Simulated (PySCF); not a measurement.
# `[H]/N=C(C=O)\C=C/C=O`, C5H5NO2

Geometry:
```tsv
atom	x (Å)	y (Å)	z (Å)
N1	0.358	-1.240	1.331
C2	-0.563	-0.586	0.764
C3	-1.949	-0.899	1.252
O4	-2.954	-0.387	0.841
C5	-0.520	0.433	-0.294
C6	0.513	0.970	-0.969
C7	1.946	0.694	-0.848
O8	2.486	-0.087	-0.103
H9	1.309	-1.041	1.013
H10	-1.946	-1.664	2.045
H11	-1.515	0.787	-0.546
H12	0.279	1.718	-1.716
H13	2.553	1.302	-1.545
```

Method used: PySCF, quadratic response LC-wPBE/def2-SVPD first hyperpolarisability, Taylor convention, IEF-PCM dichloromethane (non-equilibrium response, no local-field factor). Geometry: GFN2-xTB.

**Question.** Give the tensor of the second harmonic β(−2ω;ω,ω) at 1064 nm in the axes of these coordinates.

**Answer.** In au, Taylor convention; rows are the first index (the induced dipole):
|  | xx | yy | zz | xy | xz | yz |
| --- | --- | --- | --- | --- | --- | --- |
| x | -155.3 | +7.6 | +2.2 | -23.8 | +43.4 | -0.7 |
| y | -38.0 | +21.5 | +42.4 | +5.0 | +5.2 | -39.6 |
| z | +58.2 | -42.2 | -26.5 | +3.2 | -2.7 | +40.8 |

Norm of βᵢ = ⅓ Σⱼ (βᵢⱼⱼ + βⱼᵢⱼ + βⱼⱼᵢ): 155.4 au, hyper-Rayleigh value 77.9 au.
